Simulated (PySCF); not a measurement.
O3Os, SMILES [O]=[Os](=[O])=[O], multiplicity 1.

Geometry optimised at PBE0-D3(BJ)/def2-TZVP. The multiplicity is an assumed one; other spin states were not compared. The def2 effective core potentials stand for the cores of Os; spin–orbit coupling is left out.

These are PBE/def2-TZVPD run with PySCF values and carry that method's errors.

Symmetry labels are those of the subgroup C2v that the program uses (full group D3h).

Q: List the valence orbital energies around the gap with their symmetry. (An estimate is asked for; the answer gives what the named calculation found.)

A: 
| orbital | symmetry | energy (eV) |
|---|---|---|
| HOMO−7 | B2 | -11.96 |
| HOMO−6 | A2 | -11.96 |
| HOMO−5 | A1 | -11.84 |
| HOMO−4 | B2 | -9.76 |
| HOMO−3 | B1 | -9.26 |
| HOMO−2 | A1 | -9.26 |
| HOMO−1 | B1 | -9.09 |
| HOMO | A1 | -7.50 |
| LUMO | B2 | -5.33 |
| LUMO+1 | A2 | -5.33 |
| LUMO+2 | A1 | -2.00 |
| LUMO+3 | B1 | -2.00 |
